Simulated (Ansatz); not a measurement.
Pb2S5⁻, relaxed as a doublet with UKS PBE-D4/def2-SVPD in Ansatz, starting from the GFN1-xTB geometry. Force threshold 0.02 eV/Å.

In the def2 sets Pb takes a core potential; there is no spin–orbit coupling. The relaxation made no stability test and no search for a lower SCF solution. Another isomer (doublet) lies 0.36 eV lower at PBE0-D4/def2-SVP; other spin states weren't run for this one.

Start:

Cartesian coordinates in Å:
```
Pb 0.5345 -1.2176 -0.8965
Pb 0.1873 2.1725 -0.6833
S -0.7856 -0.4549 2.3957
S -1.3803 0.3663 -1.6774
S -1.4068 -2.0240 1.3017
S 2.0732 0.7771 -1.7587
S 0.7776 0.3805 1.3186
```

Question: Estimate the energy that the relaxation releases and the steps that it takes.

Answer: 7.4 kcal/mol, in 13 steps; 2.3 min on 4 threads of AMD EPYC 7571 on a shared host. No frequencies were taken in this run, so the end may be a saddle point.

Question: Does the start keep its bonding?

Answer: By distances, no bond broke or formed. The bond that changes most is Pb1–S7, from 2.74 to 2.90 Å (atoms count from 1).

Question: Predict the relaxed structure.

Answer: 
```xyz
7

Pb    0.759   -1.206   -1.061
Pb    0.118    2.093   -0.679
S    -0.815   -0.419    2.392
S    -1.507    0.144   -1.469
S    -1.674   -1.821    1.227
S     2.176    0.934   -1.840
S     0.944    0.276    1.428
```
Bond lengths (bridged metal pairs left out): 6 × Pb–S 2.63 to 2.90 Å; 2 × S–S 2.02 to 2.12 Å.
